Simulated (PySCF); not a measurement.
Dipole moment and polarisability of (Cl3Si)2CH2

Compound: (Cl3Si)2CH2, CH2Cl6Si2.
Structure used (PBE0-D3(BJ)/def2-SVP), in Å, numbered top down from 1:
```xyz
11
CH2Cl6Si2 angstrom
Si     1.138    0.826    0.800
Cl     1.526    2.838    0.878
Cl     0.474    0.227    2.639
Cl     2.876   -0.160    0.372
C     -0.132    0.511   -0.519
Si    -1.042   -1.109   -0.533
Cl     0.213   -2.691   -0.204
Cl    -1.933   -1.353   -2.362
Cl    -2.499   -1.110    0.900
H      0.373    0.630   -1.493
H     -0.896    1.304   -0.447
```

Level: wB97X-D/def2-SVPD (PySCF), static field, nuclei fixed, core orbitals frozen in the response. The polarisability tensor in these axes (au):

```
x   136.79   6.75   4.08
y     6.75 134.63   5.92
z     4.08   5.92 131.44
```

**Question.** Give the principal values, the mean and the anisotropy Δα = √{½[(α1 − α2)² + (α2 − α3)² + (α1 − α3)²]}.

**Answer.** Principal values 126.76, 130.18 and 145.93 au; mean 134.29 au = 19.90 Å³ = 22.14 × 10⁻⁴⁰ C²·m²/J; Δα = 17.71 au (13 % of the mean).

**Question.** What is the dipole moment, and where does it point?

**Answer.** (-0.26, 0.99, -1.01) D, 1.44 D in size, pointing from the negative to the positive side. Measured along this direction, the outermost atoms are Cl3 and Cl7 at the negative end and H10 and H11 at the positive end.

**Question.** Rayleigh depolarisation ratio (linearly polarised light, static tensor)?

**Answer.** ρ = 3Δα²/(45ᾱ² + 4Δα²) = 940.4/(811519 + 1253.9) = 0.00116.

**Question.** What would n − 1 = 2πNα be for an ideal gas of these molecules at 500 K and 1 atm, electronic part alone?

**Answer.** N = p/kT = 1.4678 × 10¹⁹ cm⁻³, so n − 1 = 2π × N × 19.90 × 10⁻²⁴ cm³ = 1835 × 10⁻⁶ at long wavelengths.

**Question.** How large is μ²/3kT at 273 K beside α?

**Answer.** In Gaussian units μ²/3kT = 18.27 Å³ against 19.90 Å³, a ratio of 0.92; the Debye molar polarisation (4π/3)N_A(α + μ²/3kT) is 96.3 cm³/mol, leaving out the vibrational part.

**Question.** What are the principal values of the traceless quadrupole moment, Θ = ½Σq(3rr − r²1), about the centre of nuclear charge?

**Answer.** -7.13, 2.17, 4.97 D·Å. The values depend on the origin, since the dipole doesn't vanish. The electronic extent ⟨r²⟩ about the same centre is 3717 bohr², a root-mean-square distance of 2.75 Å for the 138 electrons.

Isolated species at its PBE0-D3(BJ)/def2-SVP geometry, gas phase.
